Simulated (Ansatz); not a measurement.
Start from `N=C([SiH3])[SiH3]` and change one atom or group to get `N=C([SiH3])S`.

Ansatz, PBE0-D4/def2-TZVP geometries, multiplicity 1. Each molecule was computed in one conformer, which needn't be the lowest.

```tsv
property	`N=C([SiH3])[SiH3]`
HOMO energy (ωB97M-V/def2-TZVPP) / eV	-9.24
ideal-gas entropy at 298 K and 1 bar (rigid rotor, harmonic PBE0-D4/def2-TZVP) / J/(mol·K)	354
HOMO energy (PBE/def2-TZVPP) / eV	-5.68
size of the dipole moment (PBE/def2-TZVPP) / D	1.34
size of the dipole moment (B3LYP/def2-TZVPP) / D	1.45
LUMO energy (ωB97M-V/def2-TZVPP) / eV	0.84
```

Task: What does the change do to each property? (Estimate.)

Result: Computed: 
```tsv
property	`N=C([SiH3])S`	shift
HOMO energy (ωB97M-V/def2-TZVPP) / eV	-9.69	-0.45
ideal-gas entropy at 298 K and 1 bar (rigid rotor, harmonic PBE0-D4/def2-TZVP) / J/(mol·K)	334	-20
HOMO energy (PBE/def2-TZVPP) / eV	-6.25	-0.57
size of the dipole moment (PBE/def2-TZVPP) / D	1.45	0.11
size of the dipole moment (B3LYP/def2-TZVPP) / D	1.53	0.08
LUMO energy (ωB97M-V/def2-TZVPP) / eV	1.24	0.40
```

With PBE0 the HOMO falls by 0.54 eV and the LUMO rises by 0.45 eV, so the gap widens by about 0.99 eV. PBE moves the HOMO by -0.57 eV and ωB97M-V by -0.45 eV. The zero-point energy changes by -39.8 kJ/mol with -6 modes. Dipoles are sizes alone; their direction can turn. Modes under 60 cm⁻¹, often nearly free rotors, make the harmonic entropy too high.

B3LYP here is the variant with VWN-RPA as its local correlation; programs differ in this.
